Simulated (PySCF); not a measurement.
## CH6O3Si: core ionisation energies

CH6O3Si.
Bonds: C1–Si2, Si2–O3, Si2–O4, Si2–O5. Hydrogens: H6, H7, H8 on C1; H9 on O3; H10 on O4; H11 on O5.

Computed, not measured: delta-SCF UKS SCAN, pcX-2 on the ionised atom, pcseg-1 elsewhere, spin-free X2C in PySCF 2.14.0. Vertical ΔSCF values, vacuum level as zero.

**Question.** List the computed XPS lines with their assignment.

**Answer.** 
```csv
atom(s),environment,level,binding energy (eV),2p1/2 (eV),count
Si2,oxygen-bound silicon,Si 1s,1848.14,–,1
O3/O4/O5,silanol oxygen,O 1s,538.61,–,3
C1,Si-methyl carbon,C 1s,290.39,–,1
Si2,oxygen-bound silicon,Si 2p3/2,107.90,108.53,1
```

**Question.** Which photon wavelength matches the O 1s of O3/O4/O5 threshold?

**Answer.** λ = hc/E = 12398.42 eV Å / 538.61 eV = 23.019 Å.

**Question.** Which effective nuclear charge Zeff reproduces each element's mean 1s value in the hydrogen-like formula E = 13.606 eV × Zeff²?

**Answer.** C (Z = 6): mean 290.4 eV, Zeff = 4.62, Z − Zeff = 1.38; O (Z = 8): mean 538.6 eV, Zeff = 6.29, Z − Zeff = 1.71; Si (Z = 14): mean 1848.1 eV, Zeff = 11.65, Z − Zeff = 2.35. Means run over the listed sites, weighted by atom count.

Topologically equivalent atoms share the value of their first member; where this conformer doesn't relate them by symmetry, their own values could differ. The 2p values aren't plain energy differences: one relaxed spin-free 2p hole is combined with a matrix within the shell (ground-state 2p orbital-energy differences and spin–orbit coupling). 2p3/2, the mean of its two sublevels, lies a third of the splitting below the shell's mean and 2p1/2 two thirds above it; the statistical areas are 2:1. 2p1/2 minus 2p3/2 (ligand field included): Si 0.63 eV. Geometry: PBE0-D3(BJ)/def2-SVP, one conformer, isolated molecule.

Shape of the structure used: `[CH3:1][Si:2]([OH:3])([OH:4])[OH:5]`: H–O3–Si2–C1 109°, H–O4–Si2–C1 164°, H–O5–Si2–C1 51°.
